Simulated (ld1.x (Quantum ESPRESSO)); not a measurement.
An all-electron radial function and its pseudo partner (S (Z = 16))

Columns: radius, all-electron u(r) and pseudo u(r) of the 3s shell (level -17.26 eV) of sulfur in the configuration [Ne] 3s2 3p4; PBE, scalar-relativistic, TM scheme, ld1.x (Quantum ESPRESSO) 7.5.

```
r (bohr)  all-electron  pseudo
   0.085        0.1556  0.0452
   0.170       -0.1508  0.0898
   0.255       -0.3596  0.1333
   0.340       -0.4047  0.1753
   0.425       -0.3286  0.2166
   0.510       -0.1840  0.2590
   0.595       -0.0109  0.3055
   0.680        0.1642  0.3602
   0.765        0.3260  0.4266
   0.850        0.4666  0.5056
   0.935        0.5831  0.5925
   1.020        0.6757  0.6766
   1.105        0.7457  0.7457
   1.190        0.7947  0.7947
   1.275        0.8252  0.8252
   1.360        0.8398  0.8398
   1.445        0.8413  0.8413
   1.530        0.8320  0.8320
   1.615        0.8141  0.8141
   1.700        0.7897  0.7897
   1.785        0.7603  0.7603
   1.870        0.7275  0.7275
   1.955        0.6924  0.6924
   2.040        0.6560  0.6560
   2.125        0.6191  0.6191
   2.210        0.5822  0.5822
```

Question: How many radial nodes do the two functions have?

Answer: The all-electron 3s function has n − l − 1 = 2; the pseudo-wave has 0, since the states of the same l below it are removed with the core.

Question: At about which radius was the pseudo-wave matched?

Answer: 1.15 bohr, where the columns begin to agree (steps of 0.09 bohr).

Question: Is the pseudo-wave norm-conserving?

Answer: Yes: the TM scheme keeps the norm inside the radius equal to the all-electron one, which fixes the energy derivative of the logarithmic derivative at the level.
